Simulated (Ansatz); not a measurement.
AlCl₃. The state is a quintet with charge 0. Geometry B3LYP-D4/def2-TZVP.

Cartesian coordinates in Å:
```
Al -1.4199 -0.4984 -0.4917
Cl 1.6084 0.5646 0.5572
Cl -0.6383 -0.1578 1.6663
Cl 0.4498 0.0916 -1.7318
```

B3LYP takes the VWN-RPA correlation. In the quintet, Cl2 and Cl3 lie 2.61 Å apart, Cl2 and Cl4 lie 2.61 Å apart (atoms count from 1), so these atoms are partly bonded to each other. At PBE0-D4/def2-TZVP a singlet of charge 0 lies 9.10 eV below the quintet, each at its own geometry. The structure comes from a short search, and lower isomers may exist.

Task: Estimate the α-spin orbital energies around the gap (eV) in Ansatz with HF/6-31G, PBE-D4/def2-TZVP, revPBE-D4/def2-TZVP, r2SCAN-D4/def2-TZVP, B3LYP-D4/6-31G.

Result: 
| orbital | HF/6-31G | PBE-D4/def2-TZVP | revPBE-D4/def2-TZVP | r2SCAN-D4/def2-TZVP | B3LYP-D4/6-31G |
| --- | --- | --- | --- | --- | --- |
| HOMO−5 | -14.04 | -8.74 | -8.69 | -9.15 | -9.99 |
| HOMO−4 | -13.93 | -8.42 | -8.37 | -8.84 | -9.70 |
| HOMO−3 | -13.45 | -7.97 | -7.93 | -8.45 | -9.28 |
| HOMO−2 | -13.38 | -7.95 | -7.90 | -8.42 | -9.22 |
| HOMO−1 | -10.79 | -6.35 | -6.31 | -6.73 | -7.49 |
| HOMO | -6.78 | -3.05 | -3.04 | -3.32 | -3.97 |
| LUMO | 1.83 | -1.23 | -1.15 | -1.07 | -0.66 |
| LUMO+1 | 2.06 | -1.07 | -0.98 | -0.91 | -0.58 |
| LUMO+2 | 5.38 | 2.01 | 2.14 | 2.43 | 2.81 |
| LUMO+3 | 6.80 | 2.44 | 2.54 | 2.87 | 4.20 |
| LUMO+4 | 7.92 | 2.60 | 2.66 | 2.88 | 4.51 |
| LUMO+5 | 8.20 | 2.90 | 2.96 | 3.18 | 4.63 |
| β HOMO | -12.18 | -8.02 | -7.97 | -8.33 | -9.18 |
| β LUMO | -2.40 | -6.73 | -6.65 | -6.61 | -6.25 |
